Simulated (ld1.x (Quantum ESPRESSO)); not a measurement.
**Configuration tests for Si (RRKJ)**

ld1.x (Quantum ESPRESSO) 7.5 input, shortened:

```
&input
   title='Si', zed=14., rel=1, dft='PZ', iswitch=3,
   config='[Ne] 3s2 3p1.5 3d-2'
 /
 &inputp
   pseudotype=2, tm=.false., rho0=0.001, lloc=2,
   nlcc=.true., new_core_ps=.true., rcore=1.15
 /
3
3S  1  0   2.00   0.00  1.70  1.70  0.0
3P  2  1   1.50   0.00  1.60  1.60  0.0
3D  3  2  -2.00   0.40  1.85  1.85  0.0
 &test
   configts(1)='3s2 3p1.5'
 /
```

Energies are relative to the spin-unpolarised reference configuration 3s2 3p1.5; without spin polarisation the order of configurations can differ from experiment. Spin-polarised rows fill each open shell by Hund’s rule, majority spin first.

**Question.** Give the all-electron excitation energy and the error of the potential for: 3s2 3p2; 3s2 3p1; 3s2 3p0; 3s0 3p4; 3s1 3p3; 3s2 3p2.3; 3s1 3p2; 3s2 3p1.5 (spin-polarised); 3s2 3p2 (spin-polarised).

**Answer.**

| valence configuration | charge | ΔE all-electron (eV) | error AE − PS (meV) |
| --- | --- | --- | --- |
| 3s2 3p2 | 0 | -2.965 | +0.8 |
| 3s2 3p1 | +1 | 4.864 | +0.9 |
| 3s2 3p0 | +2 | 20.978 | +13 |
| 3s0 3p4 | 0 | 10.815 | +6.3 |
| 3s1 3p3 | 0 | 3.842 | +1.2 |
| 3s2 3p2.3 | -0.3 | -3.922 | +1.5 |
| 3s1 3p2 | +1 | 12.277 | +5.3 |
| 3s2 3p1.5 (spin-polarised) | +0.5 | -0.399 | +2.6 |
| 3s2 3p2 (spin-polarised) | 0 | -3.576 | +4.9 |
